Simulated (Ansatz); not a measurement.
Basis-set extrapolation for CH₄AlNS, SMILES `[NH2][AlH][CH]=S` (PBE0-D4/def2-TZVP geometry, frozen core, Ansatz). Multiplicity 1, RHF reference.

|  | def2-TZVPP | def2-QZVPP |
| --- | --- | --- |
| HF | -734.161379 | -734.184503 |
| MP2 correlation | -0.619950 | -0.666520 |
| CCSD(T) correlation | -0.688527 | not run |

Energies in hartree. Use E(X) = E(∞) + A·exp(−7.88·√X) for Hartree–Fock and E(X) = E(∞) + B·X^(−2.97) for correlation, with X = 3 and 4, and add CCSD(T) minus MP2 of the smaller set to the MP2 limit.

**Question.** What is the CCSD(T) energy at the basis-set limit?

**Answer.** HF limit: -734.184503 + (-0.023124) × 0.13774 = -734.18769. MP2 limit: -0.666520 + (-0.046570) × 0.74074 = -0.70102. Higher-order term: -0.688527 − (-0.619950) = -0.06858. Total: -734.95729 hartree, 2.92 eV below CCSD(T)/def2-TZVPP.
